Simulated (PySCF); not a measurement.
## NMR parameters of ReO3F

ReO3F, FO3Re, point group C3v.

Geometry:
```tsv
atom	x (Å)	y (Å)	z (Å)
Re1	0.004	0.010	0.005
O2	-0.003	-0.022	1.693
O3	1.602	0.183	-0.514
O4	-0.865	1.367	-0.501
F5	-0.739	-1.537	-0.683
```

GIAO calculations in PySCF 2.14.0 with density-fitted response routines on the PBE0-D3(BJ)/def2-SVP structure: isolated species, scalar relativity only through the core potential, equivalent atoms averaged; basis pcSseg-1 (def2-TZVP on Re).

Problem. Give the isotropic shieldings (ppm) with KT2, PBE0.

Solution. 
| atoms | environment | KT2 | PBE0 |
| --- | --- | --- | --- |
| F5 | fluorine bonded to Re | 166.5 | 201.5 |
| O2/O3/O4 | oxygen bonded to Re | -475.0 | -561.7 |
| HOMO–LUMO gap (eV) | – | 4.58 | 6.95 |

Problem. And the chemical shifts, against references computed in the same way?

Solution. 
| atoms | nucleus, reference | KT2 | PBE0 |
| --- | --- | --- | --- |
| F5 | 19F, CFCl3 | -27.9 | -24.3 |
| O2/O3/O4 | 17O, H2O | 805.7 | 896.3 |

Problem. Which part of the shielding of F5 depends on the functional?

Solution. Diamagnetic: KT2 472, PBE0 471 ppm; paramagnetic: KT2 -306, PBE0 -270 ppm. The diamagnetic part, set mainly by inner electrons, hardly moves; the paramagnetic part goes with low-lying magnetically allowed excitations and carries the spread.

Re is described by an effective core potential, so it has no shielding of its own here; spin–orbit effects on the atoms bonded to it, which can be large, are absent, and the values of these neighbours are rough. Unscaled 19F shifts against computed CFCl3 carry errors that often reach 10 to 50 ppm. Unscaled 17O shifts of doubly bonded oxygen tend to come out too high, by tens of ppm or more. Experimental scales use liquid or dissolved standards, which lie at an offset from isolated H2O (liquid H2O: subtract about 36 ppm).
